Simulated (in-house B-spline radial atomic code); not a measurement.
Configurations of the neodymium ion Nd⁺, with energies counted from [Xe] 4f4 6s1. Computed with a B-spline radial code for spherical atoms: scalar-relativistic (X2C) r2SCAN0, spin-polarised, spherical fractional occupations, exact exchange averaged over the configuration, Fermi nucleus of rms radius 4.9123 fm. Shells without spins written out take the highest spin.

Occupations are held fixed; configurations that lie above the ionisation limit could autoionise.

```json
{"configuration": "[Xe] 4f5", "E - E(ref) (eV)": "2.8078", "highest orbital": "4f up", "its <r> (bohr)": "1.247"}
{"configuration": "[Xe] 4f3 6s2", "E - E(ref) (eV)": "3.4392", "highest orbital": "6s down", "its <r> (bohr)": "3.841"}
{"configuration": "[Kr] 4d10 4f5 5s2 5p5 6s1", "E - E(ref) (eV)": "19.805", "highest orbital": "4f up", "its <r> (bohr)": "1.144"}
{"configuration": "[Kr] 4d9 4f4 5s2 5p6 6s2", "E - E(ref) (eV)": "118.11", "highest orbital": "6s down", "its <r> (bohr)": "3.849"}
```

Q: Order these further configurations by energy, lowest first.
A. [Kr] 4d9 4f5 5s2 5p6 6s1
B. [Xe] 4f4 5d1
C. [Xe] 4f3 6s1 7s1
D. [Xe] 4f4 6p1

A: B (0.9713 eV), D (2.9624 eV), C (9.6445 eV), A (112.62 eV).
